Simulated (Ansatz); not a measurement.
Ansatz (an electronic-structure program) input:

Ansatz 0.2 input:
```yaml
crystal:
  periodic: [false, false, false]
  atoms:
    - {symbol: Pt, position_ang: [-0.00000000, -0.00000000, -0.01938769]}
    - {symbol: H, position_ang: [0.00000000, 0.00000000, 1.51223965]}
basis:
  gaussian:
    orbitals: def2-SVPD
magnetization: {spin_polarized: true, initial_magnetization: 1}
correlation: {method: ccsd_t, electrons: outside_noble_gas}
output: {forces: true}
```

Task: Which total energy does the run end on?

Result: -119.22063 Eh (CCSD(T)/def2-SVPD). The basis has 43 functions.

The spin state was set by rule; other spins were not relaxed.
